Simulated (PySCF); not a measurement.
A structure optimised at PBE0-D3(BJ)/def2-SVP, used in a PySCF frequency run:

```
Al
F 1 1.6464
F 1 1.6464 2 119.00
Cl 1 2.0662 2 120.50 3 180.00
```

**Question.** Write its SMILES, formula and point group.

**Answer.** [F][Al]([F])[Cl], AlClF2, C2v

**Question.** What are its rotational constants (standard atomic weights)?

**Answer.** 6.6090, 3.1443, 2.1306 GHz
